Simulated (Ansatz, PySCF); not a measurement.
Gas-phase reaction R1 + 2 R2 → P1 + 2 P2, each structure at its B3LYP-D3(BJ)/def2-TZVP stationary point, reached from a drawn start (curvature not checked).
R1: Cl2MoO2 (SMILES [O]=[Mo](=[O])([Cl])[Cl]), charge 0, multiplicity 1.
P1, Cl2Mo (SMILES [Cl][Mo][Cl]) (charge 0, multiplicity 5):
```json
[
 {"atom": "Mo", "x (Å)": "0.0000", "y (Å)": "0.0000", "z (Å)": "-0.6255"},
 {"atom": "Cl", "x (Å)": "2.0750", "y (Å)": "0.0000", "z (Å)": "0.3127"},
 {"atom": "Cl", "x (Å)": "-2.0750", "y (Å)": "0.0000", "z (Å)": "0.3127"}
]
```
R2: H2 (SMILES [H][H]), charge 0, multiplicity 1.
P2, H2O (SMILES O) (charge 0, multiplicity 1, Z-matrix in Å and degrees):
```
O
H 1 0.9627
H 1 0.9627 2 105.24
```

P less R. No zero-point or thermal terms; singlets are restricted closed shells; open shells are unrestricted; no spin–orbit coupling. The spin states of the d-block species are the ones drawn and need not be the lowest.

Frozen-core correlation throughout.

Programs: Ansatz (an electronic-structure program); PySCF for the D3/D4 terms. All values are computed, each at the level named. Elements past Kr take the def2 small-core potentials, without spin–orbit coupling.

```tsv
level	reaction energy (kJ/mol)
HF/def2-SVP	-302.0
SVWN5/def2-TZVPP	380.0
BLYP/def2-TZVPP	358.2
revPBE-D3(BJ)/def2-TZVPP	346.1
BHLYP/def2-TZVPP	77.7
CAM-B3LYP-D3(BJ)/def2-TZVPP	208.6
B2PLYP/def2-TZVPP	309.6
SCS-MP2/def2-SVP	381.9
CCSD/def2-TZVPP	?
```

### Question
What belongs in the gaps?

### Answer

- CCSD/def2-TZVPP, reaction energy (kJ/mol): 123.2
